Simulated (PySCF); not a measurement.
# Fractional electron number in Os (osmium, neutral)

The 6s beta orbital of [Xe] 4f14 5d6 6s2 is emptied in steps (occupation f), with all orbitals relaxed, ending at [Xe] 4f14 5d6 6s1. Computed with PySCF 2.14 in def2-SVP with the def2 core potential (60 electrons) (6s3p2d1f, 32 functions), with a scalar-relativistic core potential. The exact energy is a straight line in f; departures are measured from the line between the end points of the same method.

| f | B3LYP (eV) |
| --- | --- |
| 1 | 0.000 |
| 0.75 | -0.488 |
| 0.5 | -0.662 |
| 0.25 | -0.514 |
| 0 | 0.000 |

```
method  E(f=0) − E(f=1) (eV)  −ε at f=1 (eV)  −ε at f=0.5 (eV)
 B3LYP                 8.497           5.922             8.437
```

Orbital energy along the path (eV):

```json
{"f": "1", "B3LYP": "-5.922"}
{"f": "0.75", "B3LYP": "-7.169"}
{"f": "0.5", "B3LYP": "-8.437"}
{"f": "0.25", "B3LYP": "-9.771"}
{"f": "0", "B3LYP": "-11.347"}
```

Reference removal energy between the ground levels: 8.438 eV (measured; NIST Atomic Spectra Database, ionization energies). The calculation has no spin-orbit coupling.
